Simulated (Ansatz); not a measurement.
`C[O][AlH][SH]`, relaxed with RKS PBE0-D4/def2-TZVP in Ansatz from a PBE-D4/def2-SVP geometry. The force threshold is 0.005 eV/Å; the program also tests the step.

Total charge 0; spin multiplicity 1.

Start:

```xyz
9

C    -0.751    0.702    1.035
O    -0.801    0.332   -0.313
Al    0.134   -0.505   -1.474
S     2.084   -1.383   -0.946
H     0.161    0.334    1.563
H    -0.769    1.811    1.140
H    -1.634    0.304    1.585
H    -0.443   -0.630   -2.941
H     2.019   -0.965    0.351
```

Q: By how much does the energy fall, and how many steps does the optimiser take? (Best estimate.)

A: Computed: 4.16 kJ/mol, in 6 steps.

Q: Which bonds change most? (Estimate.)

A: The calculation gave: O2–Al3 from 1.710 to 1.679 Å; S4–H9 from 1.365 to 1.345 Å; C1–H5 from 1.117 to 1.098 Å; C1–H6 from 1.114 to 1.095 Å.

Q: Give the relaxed structure. (Estimate.)

A: Ansatz gave: 
```xyz
9

C    -0.732    0.690    1.025
O    -0.808    0.336   -0.321
Al    0.116   -0.489   -1.455
S     2.046   -1.356   -0.908
H     0.178    0.317    1.512
H    -0.747    1.780    1.130
H    -1.592    0.286    1.569
H    -0.429   -0.629   -2.919
H     1.967   -0.935    0.367
```
